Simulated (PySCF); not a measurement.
Computed shifts of a molecule CH11NOSi3, KT2/pcSseg-1 in PySCF, GIAO, gas phase, atoms alike by connectivity averaged where their shifts nearly agree, in ppm (number of nuclei): ¹³C: 59.8 (1). ²⁹Si: -23.2 (1), -39.5 (1), -41.9 (1). ¹⁵N: -6.2 (1). ¹H: 5.49 (1), 5.34 (2), 5.31 (1), 5.12 (3), 3.90 (3), -1.29 (1). References: ¹³C against TMS (σ = 185.1 ppm); ¹⁷O against H2O (σ = 330.4 ppm); ²⁹Si against TMS (σ = 361.9 ppm); ¹⁵N against NH3 (σ = 266.2 ppm); ¹H against TMS (σ = 31.47 ppm), references at their B3LYP-D3(BJ)/def2-TZVP geometries, non-relativistic. Geometry: PBE0-D3(BJ)/def2-SVP. Other conformers were not sampled.

**Question.** Which molecule gave these data?
A. N[C@H]([SiH3])[Si@@H](O)[SiH3]
B. CO[SiH2][SiH2]N[SiH3]
C. CN([SiH3])[SiH2]O[SiH3]
D. C[Si@@H](O[SiH3])[SiH2]N

**Answer.** B, CO[SiH2][SiH2]N[SiH3]
